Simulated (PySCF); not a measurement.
**Ionisation energy of Bi⁵²⁺ by level of theory**

Bi⁵²⁺ [Ar] 3d10 4s2 4p1 [4p1/2^1, M_J = 1/2] → Bi⁵³⁺ [Ar] 3d10 4s2, as a difference of total energies. Calculation: PySCF 2.14, in an uncontracted even-tempered set (16 s from 8 bohr⁻², ratio 2.8; 13 p from 10 bohr⁻², ratio 2.8; 8 d from 18 bohr⁻², ratio 2.8; 4 f from 43 bohr⁻², ratio 3); the two-component X2C-1e Hamiltonian. Correlated levels: [Ne] frozen; the 72 highest virtual spinors dropped. "Screened" scales the spin-orbit matrix elements by Boettger's factors to mimic the two-electron term; Breit and QED terms are absent.

```tsv
method	ionisation energy (eV)
GHF (spin-free)	3011.6
GMP2 (spin-free)	3012.5
GHF (screened spin-orbit)	3140.8
GMP2 (screened spin-orbit)	3141.5
```

Breit and QED terms and the two-electron picture change are absent.

The spin-free rows lack the spin-orbit shift.

For comparison: 3151 ± 4 eV (theoretical estimate listed by NIST; NIST Atomic Spectra Database, ionization energies).
